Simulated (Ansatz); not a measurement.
In₃O₁₀H₁₁, a hydroxylated oxide cluster. Charge 0, multiplicity 1. Geometry r2SCAN-D4/def2-SVP.

```xyz
24

In   -0.746   -1.656    0.649
In   -0.487   -0.245   -2.176
In    0.633    1.288    0.948
O     2.100    1.106    2.767
O    -0.794    0.111    2.000
O     0.933    3.148    1.686
O    -1.243   -3.142    1.891
O    -2.015   -0.469   -0.624
O     1.183   -0.660    0.427
O    -0.387   -2.324   -1.391
O    -1.315    0.089   -3.975
O    -0.265    1.646   -0.971
O     1.597   -0.222   -2.089
H     1.662    0.557    3.435
H     1.943    2.036    3.026
H    -1.624    0.431    2.375
H     0.452    3.842    1.217
H    -1.504   -3.915    1.371
H    -2.240    0.404   -0.270
H     1.544   -0.656   -0.520
H     0.512   -2.660   -1.524
H    -2.219   -0.256   -3.973
H     0.251    2.281   -1.492
H     2.031   -0.733   -2.786
```

In the def2 sets In takes a core potential, while STO-3G treats all electrons; there is no spin–orbit coupling. Single mean-field runs in def2-TZVP are fitted with def2-universal-jkfit.

Question: Estimate the orbital energies around the gap (eV) in Ansatz with HF/STO-3G, LDA (SPW92)/def2-TZVP, PBE-D4/def2-TZVP, PBE0-D4/def2-SVP, PBE0-D4/def2-TZVP.

Answer: 
| orbital | HF/STO-3G | LDA (SPW92)/def2-TZVP | PBE-D4/def2-TZVP | PBE0-D4/def2-SVP | PBE0-D4/def2-TZVP |
| --- | --- | --- | --- | --- | --- |
| HOMO−5 | -8.01 | -7.25 | -7.00 | -8.36 | -8.61 |
| HOMO−4 | -7.85 | -7.11 | -6.87 | -8.27 | -8.49 |
| HOMO−3 | -7.69 | -7.03 | -6.76 | -8.08 | -8.32 |
| HOMO−2 | -7.45 | -6.74 | -6.51 | -7.92 | -8.21 |
| HOMO−1 | -7.26 | -6.72 | -6.47 | -7.86 | -8.13 |
| HOMO | -6.98 | -6.42 | -6.17 | -7.58 | -7.87 |
| LUMO | 7.76 | -3.14 | -2.83 | -1.65 | -1.97 |
| LUMO+1 | 9.08 | -2.06 | -1.76 | -0.51 | -0.86 |
| LUMO+2 | 10.01 | -1.64 | -1.35 | -0.03 | -0.48 |
| LUMO+3 | 10.39 | -1.06 | -0.83 | 0.42 | -0.10 |
| LUMO+4 | 11.51 | -0.62 | -0.47 | 1.15 | 0.38 |
| LUMO+5 | 11.95 | -0.14 | 0.02 | 1.62 | 0.82 |
